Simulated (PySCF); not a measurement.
Compound: ClH₇SSi₃.
Bonds: Si1–Si2, Si2–S3, S3–Si4, Si4–Cl5. Hydrogens: H6, H7, H8 on Si1; H9, H10 on Si2; H11, H12 on Si4.

Method used: PySCF, PBE0-D3(BJ)/def2-SVP geometry optimisation, gas phase.

**Question.** What internal coordinates does the optimisation give?

**Answer.** 
| bond | length (pm) | order |
| --- | --- | --- |
| Si1–Si2 | 235.0 | single |
| Si2–S3 | 217.1 | single |
| S3–Si4 | 212.9 | single |
| Si4–Cl5 | 207.2 | single |
| Si1–H6, Si1–H7, Si1–H8 | 149.4 | single |
| Si2–H9, Si2–H10 | 149.3 | single |
| Si4–H11, Si4–H12 | 148.7 | single |

Bonds in one row agree within 1 pm and their mean is given. Orders are formal, as drawn. A selection of angles:
| angle | degrees |
| --- | --- |
| Si2–Si1–H6 | 110.3 |
| H6–Si1–H7 | 109.7 |
| Si1–Si2–S3 | 112.3 |
| Si1–Si2–H9 | 111.1 |
| Si1–Si2–H10 | 110.2 |
| S3–Si2–H9 | 110.2 |
| S3–Si2–H10 | 104.0 |
| H9–Si2–H10 | 108.9 |
| Si2–S3–Si4 | 100.2 |
| S3–Si4–Cl5 | 111.5 |
| S3–Si4–H11 | 106.7 |
| S3–Si4–H12 | 111.6 |
| Cl5–Si4–H11 | 109.5 |
| Cl5–Si4–H12 | 106.2 |
| H11–Si4–H12 | 111.5 |

Dihedral angles: Si1–Si2–S3–Si4 45° (synclinal); Si2–S3–Si4–Cl5 52° (synclinal). The mirror-image conformer, all signs reversed, is as good.

Si2 (SiH2 silicon) is distorted tetrahedral (angles from 104.0° to 112.3°). Si4 (chlorine-bound silicon) is tetrahedral (angles from 106.2° to 111.6°). Of the pairs four or more bonds apart, Si1···H12 is among the closest relative to their van der Waals radii: 3.23 Å, 98 % of the sum of Bondi's values. S3 (sulfur bonded to 2 Si) is bent (angle 100.2°). Si1 (SiH3 silicon) is tetrahedral (angles from 108.8° to 110.3°). The S–Si distances run from 2.129 Å (S3–Si4, drawn single) to 2.171 Å (Si2–S3, drawn single), a spread of 0.042 Å.

Point group: C1 (no symmetry element, even within 0.4 Å). Not checked by PBE0-D3(BJ)/def2-SVP frequencies. The numbers are those of one conformer.

Time: 63 s of wall time; peak memory 0.53 GiB. Hardware: Arm Neoverse V1, one thread, shared host. These figures are those of the optimisation.
